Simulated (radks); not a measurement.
Isoelectronic series with 35 electrons, each ion in its NIST ground configuration. Method: non-relativistic Kohn-Sham, PBEsol, spin-polarised, spherical densities, point nucleus; open shells are filled with parallel spins first (spin-orbit coupling, left out, can overturn this in heavy ions); computed with a radial shooting solver on a logarithmic mesh with Libxc functionals. Total energies (hartree) and screening constants sigma, defined by e = -(Z - sigma)^2 / (2 n^2) hartree:

| ion | configuration | E (hartree) | 4p down | 4p up | 4s down |
|---|---|---|---|---|---|
| Br | [Ar] 3d10 4s2 4p5 | -2572.11512 | 32.031 | 31.890 | 30.273 |
| Rb2+ | [Ar] 3d10 4s2 4p5 | -2936.78180 | 30.754 | 30.665 | 29.442 |
| Nb6+ | [Ar] 3d10 4s2 4p5 | -3744.34663 | 29.599 | 29.532 | 28.466 |
| Tc8+ | [Ar] 3d10 4s2 4p5 | -4187.05587 | 29.251 | 29.187 | 28.147 |
| Rh10+ | [Ar] 3d10 4s2 4p5 | -4655.65090 | 28.977 | 28.917 | 27.890 |
| Ag12+ | [Ar] 3d10 4s2 4p5 | -5150.10248 | 28.756 | 28.698 | 27.679 |
| In14+ | [Ar] 3d10 4s2 4p5 | -5670.38967 | 28.571 | 28.515 | 27.502 |
| Sb16+ | [Ar] 3d10 4s2 4p5 | -6216.49696 | 28.415 | 28.360 | 27.350 |
| I18+ | [Ar] 3d10 4s2 4p5 | -6788.41250 | 28.280 | 28.227 | 27.218 |
| Cs20+ | [Ar] 3d10 4s2 4p5 | -7386.1271 | 28.164 | 28.111 | 27.103 |
| La22+ | [Ar] 3d10 4s2 4p5 | -8009.6334 | 28.061 | 28.009 | 27.001 |
| Pr24+ | [Ar] 3d10 4s2 4p5 | -8658.9255 | 27.970 | 27.918 | 26.911 |
| Pm26+ | [Ar] 3d10 4s2 4p5 | -9333.9986 | 27.888 | 27.837 | 26.829 |
| Eu28+ | [Ar] 3d10 4s2 4p5 | -10034.8488 | 27.815 | 27.765 | 26.756 |
